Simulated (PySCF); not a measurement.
# Ionisation energy of C²⁺ by level of theory

C²⁺ [He] 2s2 (1S) → C³⁺ [He] 2s1 (2S), as a difference of total energies. Computed with PySCF 2.14 in x2c-TZVPPall with one added diffuse shell each of s, p, d type (6s4p3d1f, 40 functions), with the spin-free X2C one-electron Hamiltonian (Gaussian nucleus). Correlated levels: valence and next inner shell: nothing frozen. The calculations carry no spin-orbit coupling.

```json
{"method": "UHF", "ionisation energy (eV)": "45.795"}
{"method": "MP2 (valence and next inner shell)", "ionisation energy (eV)": "46.972"}
{"method": "SCS-MP2 (valence and next inner shell)", "ionisation energy (eV)": "47.203"}
{"method": "CCSD (valence and next inner shell)", "ionisation energy (eV)": "47.762"}
{"method": "CCSD(T) (valence and next inner shell)", "ionisation energy (eV)": "47.769"}
{"method": "CCSDT (valence and next inner shell)", "ionisation energy (eV)": "47.769"}
```

**Question.** How much does correlation contribute at CCSD(T) (valence and next inner shell)?

**Answer.** 47.769 − (45.795) = 1.974 eV, measured against UHF.

Errors of the correlated levels include the incompleteness of this basis.

The coupled-cluster amplitudes are large for C²⁺ (T1 above 0.03 or a double amplitude above 0.15), so a single reference is strained.

For comparison: 47.888 eV (measured; NIST Atomic Spectra Database, ionization energies).
